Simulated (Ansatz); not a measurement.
A run for Ansatz (an electronic-structure program): U-CCSD(T)/def2-SVP on GeH4Si (SMILES [SiH3][GeH]), a point of a bond scan (R = 1.340 Å). The run froze 19 orbitals, filled d shells among them.

Ansatz 0.2 input:
```yaml
crystal:
  periodic: [false, false, false]
  atoms:
    - {symbol: Ge, position_ang: [0.02685858, 0.67888508, 0.55005831]}
    - {symbol: H, position_ang: [-0.44427669, 1.55316857, -0.70383312]}
    - {symbol: Si, position_ang: [-0.02124929, -1.29644312, -0.93386225]}
    - {symbol: H, position_ang: [0.81536234, -1.10856831, -1.96342775]}
    - {symbol: H, position_ang: [-1.39240712, -1.47710314, -1.48487088]}
    - {symbol: H, position_ang: [0.36638007, -2.56249089, -0.26126659]}
basis:
  gaussian:
    orbitals: def2-SVP
correlation: {method: ccsd_t, electrons: outside_noble_gas}
scf: {omitted_lower_state_checks: [cluster_reference]}
magnetization: {spin_polarized: true, initial_magnetization: 0}
```

Problem. Give the final energy of this run.

Solution. -2366.4451 hartree (reference determinant -2366.2148, T1 diagnostic 0.073). Its determinant has ⟨S²⟩ = 0.34, a mixture of spin states.

Problem. How many basis functions does it have, and what does it roughly cost on one machine?

Solution. 70 functions; about 9 core-seconds (a rough figure).
